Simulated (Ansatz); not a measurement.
Reaction (cleavage of the B–Ga bond): `[OH][GaH][BH]BF` + HCl → `FBBCl` + `[OH][GaH2]`

Gas-phase electronic energies from Ansatz, PBE0-D4/def2-TZVP geometries. CCSD(T)/CBS adds triple-zeta CCSD(T) − MP2 to the extrapolated MP2 energy (def2 sets, frozen cores). This one scheme is used for every species. DFT in def2-TZVPP. For Ga outer-core shells are correlated without core-valence functions, which leaves a few kJ/mol of doubt a bond. Scalar relativity is left out up to krypton. One conformer a species, not always the lowest.

(1) Is it downhill or uphill in electronic energy at CCSD(T)/CBS, and by how much? (An estimate is asked.)

(2) What do these levels give: revPBE-D4, ωB97M-V, r2SCAN0, RPA@PBE/def2-TZVPP, HF/def2-TZVPP, HF/CBS(def2)? (Estimate.)

Largest T1 diagnostic among the species: 0.015.

## Answers

(1) Computed: Downhill: ΔE = -88.2 kJ/mol.

(2) Ansatz gave: revPBE-D4 -84.2, ωB97M-V -94.4, r2SCAN0 -92.1, RPA@PBE/def2-TZVPP -92.3, HF/def2-TZVPP -104.4, HF/CBS(def2) -105.3 kJ/mol.

From BLYP to BHLYP (50 % exact exchange), in def2-TZVPP and without D4, ΔE moves by −8.0 kJ/mol. Leaving LDA and LC-ωPBE aside and taking each functional with its dispersion term where it has one, the values, not all of them listed here, spread over 11.5 kJ/mol, from B2PLYP to PBE-D4.
